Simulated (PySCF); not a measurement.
## PySCF run on Sb2

File input.py (PySCF 2.14):

```python
from pyscf import gto, scf, mp

mol = gto.M(
    atom='Sb 0 0 0; Sb 0 0 2.73',
    basis='sbkjc',
    ecp={'Sb': 'sbkjc'},
    charge=0,
    spin=0,
    symmetry=True,
    verbose=4,
)
mf = scf.RHF(mol)
mf.kernel()
mp.MP2(mf).kernel()
mf.dip_moment()
print('orbital energies (hartree):', mf.mo_energy[..., max(0, mol.nelec[1]-3):mol.nelec[0]+3].round(4))
```

```bash
$ OMP_NUM_THREADS=1 python input.py
```

Output (some set-up lines and the per-cycle HOMO/LUMO lines with their warnings removed):

```
PySCF version 2.14.0

[INPUT] Symbol           X                Y                Z      unit          X                Y                Z       unit  Magmom
[INPUT]  1 Sb     0.000000000000   0.000000000000   0.000000000000 AA    0.000000000000   0.000000000000   0.000000000000 Bohr   0.0
[INPUT]  2 Sb     0.000000000000   0.000000000000   2.730000000000 AA    0.000000000000   0.000000000000   5.158952320063 Bohr   0.0

nuclear repulsion = 4.84594515494506
point group symmetry = Dooh
symmetry origin: [0.         0.         2.57947616]
symmetry axis x: [1. 0. 0.]
symmetry axis y: [0. 1. 0.]
symmetry axis z: [0. 0. 1.]
num. orbitals of irrep A1g = 4
num. orbitals of irrep E1gx = 2
num. orbitals of irrep E1gy = 2
num. orbitals of irrep A1u = 4
num. orbitals of irrep E1uy = 2
num. orbitals of irrep E1ux = 2
number of shells = 8
number of NR pGTOs = 40
number of NR cGTOs = 16
basis = sbkjc
ecp = {'Sb': 'sbkjc'}

******** <class 'pyscf.scf.hf_symm.SymAdaptedRHF'> ********
method = SymAdaptedRHF
initial guess = minao
damping factor = 0
level_shift factor = 0
DIIS = <class 'pyscf.scf.diis.CDIIS'>
SCF conv_tol = 1e-09
SCF max_cycles = 50
Freeze 0 electrons in irreps []
    10 free electrons in irreps A1g E1gx E1gy A1u E1uy E1ux
Initial guess from minao.
init E= -9.95640836747375
cycle= 1 E= -10.5349051986215  delta_E= -0.578  |g|= 0.0538  |ddm|=  2.3
cycle= 2 E= -10.5374986947253  delta_E= -0.00259  |g|= 0.0118  |ddm|= 0.199
cycle= 3 E= -10.5376302950408  delta_E= -0.000132  |g|= 0.00206  |ddm|= 0.0461
cycle= 4 E= -10.5376352135051  delta_E= -4.92e-06  |g|= 0.000283  |ddm|= 0.00973
cycle= 5 E= -10.5376353036261  delta_E= -9.01e-08  |g|= 2.35e-05  |ddm|= 0.00147
cycle= 6 E= -10.5376353042558  delta_E= -6.3e-10  |g|= 8.79e-07  |ddm|= 0.000146
Extra cycle  E= -10.5376353042563  delta_E= -4.9e-13  |g|= 1.66e-07  |ddm|= 2.33e-06
converged SCF energy = -10.5376353042563

******** <class 'pyscf.mp.mp2.RMP2'> ********
nocc = 5, nmo = 16
E(RMP2) = -10.6691565779538  E_corr = -0.131521273697494
E(SCS-RMP2) = -10.6655960258178  E_corr = -0.127960721561422
E_corr(same-spin) = -0.0344593925487357
E_corr(oppo-spin) = -0.0970618811487587
Dipole moment(X, Y, Z, Debye):  0.00000,  0.00000, -0.00000
orbital energies (hartree): [-0.3339 -0.2883 -0.2883 -0.0426 -0.0426  0.0595]
```

In short: E(SCF) = -10.537635 Eh, 6 cycles, E(MP2) − E(SCF) = -0.13152 Eh, μz(SCF) = 0.00 D.

It ran on Arm Neoverse V1 (1 thread, shared host) in 0.81 s.

Stability towards an unrestricted solution was not tested. The bond length is a typed value, not an optimised one.
